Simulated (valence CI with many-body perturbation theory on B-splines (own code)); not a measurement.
The numbers below are computed, except where a source is named.
**Energy levels of Gd XXIV**

Method: relativistic CI+MBPT: five valence electrons over a frozen Dirac-Fock core [Kr], a basis of 7 s, 7 p, 8 d, 6 f, 4 g, 1 h functions for each j, with the one-electron correlation potential Σ1 (screened to all orders), the two-electron term Σ2, the three-electron term Σ3, Breit, model QED; selected single and double excitations, second order for the rest, scaled by the run's own slope (own B-spline code, finite nucleus).

No measured spectrum was set against this ion. As an estimate, terms of the open shell hold to 2 to 4 % of their energy, and close levels can change places. Among the levels kept, up to 560 cm⁻¹ of a level comes from second order outside the variational space, and about a tenth of that is noise between levels of different J, which matters for small intervals. Only levels of the ground parity were solved; by the run's estimate the other parity begins above the list, which can be wrong where configurations are misplaced.

Levels 1 to 33 of 33, with energies above the lowest level, (4d3/2^4 4d5/2) J=5/2. "Leading %" is the weight of the configuration and term that name the level; weights of strongly mixed levels are sums over their largest components and can fall short, so below about 35 % the name and the second component can differ from the true leading terms, or belong to a minority configuration. In the jj column 3d3/2^4 stands for four electrons in 3d with j = 3/2.

| No. | Configuration | Term | J | E (eV) | Leading % | Second component | g | Leading jj |
| --- | --- | --- | --- | --- | --- | --- | --- | --- |
| 1 | 4d⁵ | ⁶S | 5/2 | 0.000 | 46 | 29 % 4d⁵ ⁴P | 1.668 | 4d3/2^4 4d5/2 (62 %) |
| 2 | 4d⁵ | ⁶S | 5/2 | 5.196 | 28 | 25 % 4d⁵ ²F | 1.186 | 4d3/2^3 4d5/2^2 (52 %) |
| 3 | 4d⁵ | ⁴G | 7/2 | 8.490 | 44 | 20 % 4d⁵ ⁴D | 1.142 | 4d3/2^3 4d5/2^2 (95 %) |
| 4 | 4d⁵ | ⁴D | 3/2 | 8.819 | 44 | 35 % 4d⁵ ⁴P | 1.267 | 4d3/2^3 4d5/2^2 (94 %) |
| 5 | 4d⁵ | ⁴G | 11/2 | 9.145 | 51 | 32 % 4d⁵ ²H | 1.155 | 4d3/2^3 4d5/2^2 (91 %) |
| 6 | 4d⁵ | ⁴G | 9/2 | 9.982 | 54 | 18 % 4d⁵ ⁴F | 1.157 | 4d3/2^3 4d5/2^2 (82 %) |
| 7 | 4d⁵ | ⁴D | 5/2 | 10.223 | 37 | 26 % 4d⁵ ⁴G | 1.125 | 4d3/2^3 4d5/2^2 (67 %) |
| 8 | 4d⁵ | ⁴P | 1/2 | 10.858 | 55 | 27 % 4d⁵ ⁴D | 1.795 | 4d3/2^3 4d5/2^2 (73 %) |
| 9 | 4d⁵ | ²F | 7/2 | 12.301 | 29 | 25 % 4d⁵ ⁴F | 1.136 | 4d3/2^3 4d5/2^2 (81 %) |
| 10 | 4d⁵ | ²D | 5/2 | 13.456 | 37 | 15 % 4d⁵ ⁴P | 1.220 | 4d3/2^2 4d5/2^3 (56 %) |
| 11 | 4d⁵ | ⁴D | 7/2 | 14.775 | 45 | 28 % 4d⁵ ⁴G | 1.206 | 4d3/2^2 4d5/2^3 (86 %) |
| 12 | 4d⁵ | ²D | 3/2 | 15.119 | 51 | 24 % 4d⁵ ⁴F | 0.807 | 4d3/2^3 4d5/2^2 (58 %) |
| 13 | 4d⁵ | ²I | 11/2 | 15.224 | 58 | 36 % 4d⁵ ⁴G | 1.058 | 4d3/2^2 4d5/2^3 (93 %) |
| 14 | 4d⁵ | ²G | 9/2 | 15.889 | 44 | 40 % 4d⁵ ⁴G | 1.148 | 4d3/2^2 4d5/2^3 (82 %) |
| 15 | 4d⁵ | ⁴D | 1/2 | 16.047 | 71 | 19 % 4d⁵ ⁴P | 0.694 | 4d3/2^2 4d5/2^3 (91 %) |
| 16 | 4d⁵ | ⁴P | 3/2 | 16.776 | 52 | 34 % 4d⁵ ⁴F | 1.192 | 4d3/2^2 4d5/2^3 (90 %) |
| 17 | 4d⁵ | ²I | 13/2 | 16.806 | 99 |  | 1.075 | 4d3/2^2 4d5/2^3 (99 %) |
| 18 | 4d⁵ | ²F | 5/2 | 17.376 | 40 | 21 % 4d⁵ ⁴D | 1.012 | 4d3/2^2 4d5/2^3 (86 %) |
| 19 | 4d⁵ | ²H | 9/2 | 19.117 | 51 | 47 % 4d⁵ ⁴F | 1.109 | 4d3/2^2 4d5/2^3 (99 %) |
| 20 | 4d⁵ | ²G | 7/2 | 19.577 | 61 | 32 % 4d⁵ ²F | 0.991 | 4d3/2^2 4d5/2^3 (97 %) |
| 21 | 4d⁵ | ⁴F | 5/2 | 19.910 | 55 | 20 % 4d⁵ ²F | 1.035 | 4d3/2^2 4d5/2^3 (90 %) |
| 22 | 4d⁵ | ²D | 3/2 | 20.856 | 83 | 11 % 4d⁵ ⁴F | 0.800 | 4d3/2^2 4d5/2^3 (58 %) |
| 23 | 4d⁵ | ²F | 7/2 | 21.754 | 49 | 35 % 4d⁵ ²G | 1.064 | 4d3/2^2 4d5/2^3 (81 %) |
| 24 | 4d⁵ | ²S | 1/2 | 21.812 | 54 | 24 % 4d⁵ ⁴P | 1.874 | 4d3/2^2 4d5/2^3 (56 %) |
| 25 | 4d⁵ | ⁴P | 5/2 | 22.288 | 34 | 29 % 4d⁵ ²F | 1.217 | 4d3/2 4d5/2^4 (80 %) |
| 26 | 4d⁵ | ²G | 9/2 | 23.696 | 60 | 22 % 4d⁵ ²H | 1.101 | 4d3/2^2 4d5/2^3 (74 %) |
| 27 | 4d⁵ | ⁴F | 7/2 | 24.536 | 36 | 30 % 4d⁵ ²F | 1.195 | 4d3/2 4d5/2^4 (94 %) |
| 28 | 4d⁵ | ²H | 11/2 | 25.357 | 62 | 25 % 4d⁵ ²I | 1.067 | 4d3/2 4d5/2^4 (96 %) |
| 29 | 4d⁵ | ²D | 3/2 | 25.866 | 55 | 21 % 4d⁵ ⁴D | 0.883 | 4d3/2 4d5/2^4 (81 %) |
| 30 | 4d⁵ | ²D | 5/2 | 27.384 | 65 | 24 % 4d⁵ ²F | 1.127 | 4d3/2 4d5/2^4 (68 %) |
| 31 | 4d⁵ | ²G | 9/2 | 27.856 | 79 | 9 % 4d⁵ ²H | 1.111 | 4d3/2 4d5/2^4 (71 %) |
| 32 | 4d⁵ | ²P | 3/2 | 28.705 | 79 | 17 % 4d⁵ ²D | 1.218 | 4d3/2^2 4d5/2^3 (86 %) |
| 33 | 4d⁵ | ²D | 5/2 | 28.895 | 59 | 25 % 4d⁵ ²F | 1.105 | 4d3/2^2 4d5/2^3 (46 %) |

The ionisation energy to 4d⁴ ³P0 of the next ion comes out as 762.19 eV (NIST: 761 ± 4 eV (theoretical)). All 33 levels together are meant to be complete up to 29.018 eV.
